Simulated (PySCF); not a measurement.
## CaO2: from structure and modes to constants

Computed with PySCF, PBE0, basis Ca def2-TZVP, O def2-TZVP (no relativity, density fitting).

The singlet minimum has C2v symmetry. Masses (u): Ca 39.96259, O 15.99492.

```xyz
3
charge 0 multiplicity 1, angstrom
Ca    0.0000    0.0000   -0.8091
O     0.7423    0.0000    1.0108
O    -0.7423    0.0000    1.0108
```

Harmonic wavenumbers (cm⁻¹): 529.6 (b2, ×1), 649.0 (a1, ×1), 868.5 (a1, ×1).

Find the principal moments of inertia and the rotational constants. What kind of rotor is it?

About the centre of mass I = 17.626, 58.844, 76.47 u Å². With B = 16.8576/I this gives 0.9564, 0.2865, 0.2204 cm⁻¹. The molecule is an asymmetric top with κ = -0.82.

What is the harmonic zero-point energy?

Half the sum of all 3 wavenumbers, 2047/2 = 1024 cm⁻¹, which is 12.2 kJ/mol (1 cm⁻¹ = 0.0119627 kJ/mol).

Find the vibrational entropy and heat capacity at 298.15 K.

With u = 1.43878 ω/T, each mode gives S = R[u/(eᵘ−1) − ln(1−e⁻ᵘ)] and C = R u² eᵘ/(eᵘ−1)².
```csv
ω (cm⁻¹),u,S (J/(mol K)),C (J/(mol K))
529.6,2.556,2.46,4.96
649.0,3.132,1.56,3.89
868.5,4.191,0.66,2.28
```
The sums over all modes are S = 4.7 and C = 11.1 J/(mol K); the softest mode gives 53 % of the entropy.

Give the standard entropy (298.15 K, 1 bar) by its translational, rotational, vibrational and spin parts, and Cp.

Sackur–Tetrode with M = 71.95 u gives 162.2; rotation with symmetry number 2 gives 89.7; vibration 4.7; spin R ln 1 = 0.0. The total is 256.5 J/(mol K), and Cp = 4 R + 11.1 = 44.4 J/(mol K).

Other isomers or separated fragments may lie lower.
